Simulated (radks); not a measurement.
Task: All-electron calculation, scalar-relativistic Kohn-Sham, LB94 model potential, spin-polarised, spherical densities, finite nucleus; Fermi nuclear charge, rms radius of each element as measured or else 0.836 A^(1/3) + 0.57 fm. Program: a radial shooting solver on a logarithmic mesh with Libxc functionals. Response by self-consistent Sternheimer equations with the Hartree and adiabatic LDA kernel, the relativistic mass of each level held fixed and spin-orbit coupling left out. Rank O4+, N3+, Mg8+, Ne6+, B+, F5+, Be, C2+ (NIST ground configurations) by static dipole polarisability, largest first.

Result: Be 42.85, B+ 10.92, C2+ 4.347, N3+ 2.160, O4+ 1.227, F5+ 0.7628, Ne6+ 0.5058, Mg8+ 0.2547 bohr^3.
